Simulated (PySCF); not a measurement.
The numbers are results of PBE-D3(BJ)/def2-TZVP // PBE0-D4/def2-TZVP run with PySCF, not measurements. All species are isolated molecules in the gas phase. One relaxed conformer stands for a flexible species; it need not be the lowest. Delta-SCF ions had no search for a lower state. Excitations are Tamm–Dancoff values on a coarser integration grid. The basis has no diffuse functions, so Rydberg states are missing or too high.

Reference species (SMILES): `B/C(C=C)=C/N` (neutral, multiplicity 1).

```
Quantity                                   Value
--------------------------------------  --------
S1 excitation (TDA)                      4.23 eV
LUMO                                    -1.87 eV
vertical ionisation energy (Delta-SCF)   7.89 eV
```

Changed species: `BC(=C)C(=C)N`.

Question: What does the change do to the S1 excitation (TDA), LUMO and vertical ionisation energy (Delta-SCF)?

Answer: the S1 excitation (TDA) decreases by 1.59 eV, to 2.64 eV; the LUMO decreases by 1.05 eV, to -2.92 eV; the vertical ionisation energy (Delta-SCF) goes up by 0.19 eV, to 8.08 eV.
